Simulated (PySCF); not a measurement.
A calculated (wB97X-V, PySCF 2.14, dyall-av3z, scalar relativity by spin-free X2C-1e) atom or ion has these occupied shells.

```csv
shell,electrons,orbital energy (eV),"rms radius, mean of both spins (bohr)"
1s,2,-1.193,3.08
```

(1) Name the element and its charge.

Answers

(1) H⁻ (hydrogen, charge -1), in 1s2, closed-shell 1S.
